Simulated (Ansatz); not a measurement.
One change: `[SeH][SiH2][TeH]` becomes `S[SiH2][SeH]`.

Ansatz, PBE0-D4/def2-TZVP geometries, multiplicity 1. Each molecule was computed in one conformer, which needn't be the lowest.

Elements past krypton have def2 core potentials. Scalar relativity is left out up to krypton.

| property | `[SeH][SiH2][TeH]` |
| --- | --- |
| HOMO–LUMO gap (ωB97M-V/def2-TZVPP) / eV | 9.60 |
| size of the dipole moment (ωB97M-V/def2-TZVPP) / D | 0.93 |
| HOMO energy (PBE0/def2-TZVPP) / eV | -6.70 |
| HOMO–LUMO gap (PBE/def2-TZVPP) / eV | 3.95 |
| HOMO energy (ωB97M-V/def2-TZVPP) / eV | -8.77 |
| LUMO energy (PBE/def2-TZVPP) / eV | -1.74 |

Problem. What does the change do to each property? (An estimate is asked.)

Solution. The calculation gave: 
```
                                          property  `S[SiH2][SeH]`  shift
           HOMO–LUMO gap (ωB97M-V/def2-TZVPP) / eV           10.87   1.27
size of the dipole moment (ωB97M-V/def2-TZVPP) / D            1.19   0.26
                HOMO energy (PBE0/def2-TZVPP) / eV           -7.18  -0.48
               HOMO–LUMO gap (PBE/def2-TZVPP) / eV            4.86   0.91
             HOMO energy (ωB97M-V/def2-TZVPP) / eV           -9.33  -0.56
                 LUMO energy (PBE/def2-TZVPP) / eV           -1.18   0.56
```

With PBE0 the HOMO falls by 0.48 eV and the LUMO rises by 0.63 eV, so the gap widens by about 1.11 eV. PBE moves the HOMO by -0.34 eV and ωB97M-V by -0.56 eV. Dipoles are sizes alone; their direction can turn.

Spin–orbit coupling is left out; it splits and shifts lone-pair levels of the heavy atoms by tenths of an eV.
